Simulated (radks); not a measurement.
Problem. Numerical settings for the gold ion Au29+, [Kr] 4d10 4f4. All-electron calculation, Dirac Kohn-Sham, LDA (Slater exchange, Perdew-Wang correlation), spin-unpolarised, spherical densities, point nucleus; open shells fill j = l - 1/2 first. Program: a radial shooting solver on a logarithmic mesh with Libxc functionals. The defaults (mesh step 0.008 in ln r, mesh end at 40 bohr or more with all orbitals vanishing there, Anderson mixing 0.5 over 9 steps, residual threshold near 1e-9 with the energy settled to 1e-9 hartree or 1e-11 of itself, here a cap of 52 iterations) give E = -18629.366 hartree and 4f5/2 at -997.55 eV in 14 iterations. Run on one thread of a shared host, so times are rough (Arm Neoverse N1): 0.17 s of CPU time, 0.17 s wall, 14 iterations on 2476 mesh points. One setting is changed at a time: mesh step in ln r 0.012; mesh step in ln r 0.05; mesh step in ln r 0.003; mesh end (bohr) 20; mesh end (bohr) 5; residual threshold 1e-16; residual threshold 0.001; mixing 0.05; linear mixing, mixing 0.5; linear mixing, mixing 0.8; mixing history 2; iteration cap 3. Which runs fail to converge, and which converge to a wrong energy?

Solution. Not converged within the cap: residual threshold 1e-16; iteration cap 3. No run marked as converged misses the energy by more than 1 mhartree.
